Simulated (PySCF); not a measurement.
disilazane cation (H₇NSi₂), SMILES [SiH3]N[SiH3] (connectivity only; charge and spin as stated), charge +1, multiplicity 2. Atoms are numbered in the order given.

```xyz
10

Si     1.6589     0.0015     0.1590
N      0.0000     0.0000    -0.6566
Si    -1.6589    -0.0015     0.1590
H      2.4974     0.8739    -0.6901
H      1.3852     0.4859     1.5273
H      2.0048    -1.4418     0.0798
H      0.0000     0.0000    -1.6884
H     -2.4974    -0.8739    -0.6901
H     -2.0048     1.4418     0.0798
H     -1.3852    -0.4859     1.5273
```
Charge +1, spin multiplicity 2.

Coordinates come from a ωB97X-D3(BJ)/def2-SVP optimisation. The multiplicity is an assumed one; other spin states were not compared.

Calculation: PySCF with r2SCAN/def2-TZVPD.

Mulliken values depend strongly on the basis, most of all with diffuse functions as here. ESP charges are fitted to the potential on shells at 1.4 to 2.0 van der Waals radii. Atomic charges (e):

```
atom  ESP fit  meta-Löwdin  Mulliken  Mulliken spin
----  -------  -----------  --------  -------------
Si1      0.49          ___      0.22          -0.04
N2      -0.45          ___     -0.11           0.91
Si3      0.49          ___      0.22          -0.04
H4       0.01          ___      0.06           0.02
H5       0.00          ___      0.03           0.01
H6       0.03          ___      0.09           0.07
H7       0.40          ___      0.31          -0.05
H8       0.01          ___      0.06           0.02
H9       0.03          ___      0.09           0.07
H10      0.00          ___      0.03           0.01
```

Question: Some entries are withheld; supply them. (Estimate from the structure and the level; the computed values follow.)

Answer: 
- Si1, meta-Löwdin: 0.64
- N2, meta-Löwdin: -0.39
- Si3, meta-Löwdin: 0.64
- H4, meta-Löwdin: -0.03
- H5, meta-Löwdin: -0.04
- H6, meta-Löwdin: -0.02
- H7, meta-Löwdin: 0.29
- H8, meta-Löwdin: -0.03
- H9, meta-Löwdin: -0.02
- H10, meta-Löwdin: -0.04
